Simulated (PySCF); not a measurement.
C4H8O2P (charge -1).
Atom-mapped SMILES: `[CH3:1][P@:2](=[O:3])([O-:4])[CH:5]1[CH2:6][CH2:7]1` (hydrogens: H8, H9, H10 on C1; H11 on C5; H12, H13 on C6; H14, H15 on C7)

The same species was optimised twice, with GFN2-xTB and with PBE0-D3(BJ)/def2-SVP (PySCF), and the same property calculations (PySCF, gas phase) were run on both structures.

| coordinate | GFN2-xTB | PBE0-D3(BJ)/def2-SVP | change |
| --- | --- | --- | --- |
| P2=O3 (Å) | 1.490 | 1.519 | +0.029 |
| P2–O4 (Å) | 1.491 | 1.510 | +0.019 |
| C1–P2 (Å) | 1.870 | 1.852 | -0.018 |
| C5–C6 (Å) | 1.492 | 1.504 | +0.012 |
| C5–C7 (Å) | 1.493 | 1.501 | +0.008 |
| P2–C5 (Å) | 1.853 | 1.849 | -0.004 |
| C6–C7 (Å) | 1.494 | 1.497 | +0.003 |
| O3–P2–O4 (°) | 119.1 | 123.5 | +4.4 |
| O3–P2–C5 (°) | 109.2 | 105.3 | -3.9 |
| C1–P2–C5 (°) | 98.3 | 101.7 | +3.4 |
| C1–P2–O4 (°) | 109.5 | 107.4 | -2.1 |
| P2–C5–C7 (°) | 114.0 | 116.0 | +2.0 |
| C1–P2–O3 (°) | 109.3 | 107.9 | -1.4 |
| P2–C5–C6 (°) | 116.7 | 118.1 | +1.4 |
| O4–P2–C5 (°) | 109.4 | 108.9 | -0.5 |
| C1–P2–C5–C6 (°) | -87 | -76 | +11 |

Rotational constants: A = 3509, B = 1805, C = 1671 MHz (GFN2-xTB) against A = 3530, B = 1768, C = 1653 MHz (PBE0-D3(BJ)/def2-SVP). Point groups within 0.08 Å: C1 and C1.

On the GFN2-xTB structure: HOMO (eV) -1.83 [PBE0/pcSseg-1]; LUMO (eV) 5.10 [PBE0/pcSseg-1]; GIAO shielding of C1 (ppm) 165.6 [PBE0/pcSseg-1]; GIAO shielding of P2 (ppm) 324.6 [PBE0/pcSseg-1]; GIAO shielding of O3 (ppm) 207.9 [PBE0/pcSseg-1]; GIAO shielding of O4 (ppm) 179.5 [PBE0/pcSseg-1]; GIAO shielding of C5 (ppm) 172.8 [PBE0/pcSseg-1]; GIAO shielding of C6 (ppm) 183.5 [PBE0/pcSseg-1]; GIAO shielding of C7 (ppm) 186.3 [PBE0/pcSseg-1].

Q: What do these properties become on the PBE0-D3(BJ)/def2-SVP structure?

A: 
```
                                    property          level  on GFN2-xTB  on PBE0-D3(BJ)/def2-SVP  change
                                   HOMO (eV)  PBE0/pcSseg-1        -1.83                    -1.89   -0.06
                                   LUMO (eV)  PBE0/pcSseg-1         5.10                     5.08   -0.02
energy, GFN2-xTB geometry as zero (kcal/mol)  PBE0/pcSseg-1          0.0                     -2.3    -2.3
                  GIAO shielding of C1 (ppm)  PBE0/pcSseg-1        165.6                    164.1    -1.5
                  GIAO shielding of P2 (ppm)  PBE0/pcSseg-1        324.6                    314.6   -10.0
                  GIAO shielding of O3 (ppm)  PBE0/pcSseg-1        207.9                    198.5    -9.4
                  GIAO shielding of O4 (ppm)  PBE0/pcSseg-1        179.5                    167.8   -11.7
                  GIAO shielding of C5 (ppm)  PBE0/pcSseg-1        172.8                    171.7    -1.1
                  GIAO shielding of C6 (ppm)  PBE0/pcSseg-1        183.5                    181.1    -2.4
                  GIAO shielding of C7 (ppm)  PBE0/pcSseg-1        186.3                    182.7    -3.6
```

The heavy atoms differ by 0.087 Å rms after alignment. Among bonds between heavy atoms P2=O3 changes most (+0.029 Å). Changes are differences of the printed values. Neither structure is proved a minimum here. Isolated species at its PBE0-D3(BJ)/def2-SVP geometry (one conformer only). The geometry's basis has no diffuse functions, a weakness for an anion.

Conformer computed: `[CH3:1][P@:2](=[O:3])([O-:4])[CH:5]1[CH2:6][CH2:7]1`: C1–P2–C5–C6 -76°.
